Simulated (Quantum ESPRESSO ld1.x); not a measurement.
Species: Ag4+. Configuration: [Kr] 4d7 (the NIST ground configuration). All-electron calculation, Dirac Kohn-Sham, revPBE, spin-unpolarised, spherical densities, point nucleus; open shells fill j = l - 1/2 first. Program: ld1.x of Quantum ESPRESSO 7.5.

Spin-orbit splittings of the eigenvalues, e(l+1/2) - e(l-1/2), with zeta = 2 splitting/(2l+1) and mean radii in bohr:

shell  occ.  splitting (eV)  zeta (eV)  <r> j=l-1/2  <r> j=l+1/2
2p        6           175.3      116.9       0.1141       0.1192
3p        6           30.96      20.64       0.3599       0.3707
3d       10           6.240      2.496       0.3435       0.3470
4p        6               ?          ?       0.9582       0.9858
4d        7          0.7211     0.2884        1.192        1.203

Estimate the 4p splitting.

Answer. 5.312 eV (zeta = 3.541 eV).
